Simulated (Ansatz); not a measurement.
Molecule: KCl, net charge 1, doublet state. SMILES of the parent species: [Cl][K]
Geometry from a B3LYP-D3(BJ)/def2-TZVP (Ansatz, an electronic-structure program) optimisation:
```xyz
2

K      0.0000     0.0000    -1.5699
Cl     0.0000     0.0000     1.7546
```
Charge +1, spin multiplicity 2.

Give the harmonic wavenumbers at B3LYP-D3(BJ)/def2-TZVP (Ansatz, finite differences of forces, unscaled).

91 cm⁻¹. Zero-point energy 0.1 kcal/mol.

From these and the geometry, give the ideal-gas thermochemistry at 298.15 K and 1 atm (rigid rotor, harmonic oscillator).

Point group C∞v, rotational symmetry number 1. Rotational constants 2.459, 2.459 GHz. S(trans) 38.84, S(rot) 17.56, S(vib) 3.63, S(elec, spin only) 1.38, S 61.4 cal/(mol K). H(298) - H(0) 2.55 kcal/mol; G - E(el) -15.6 kcal/mol.
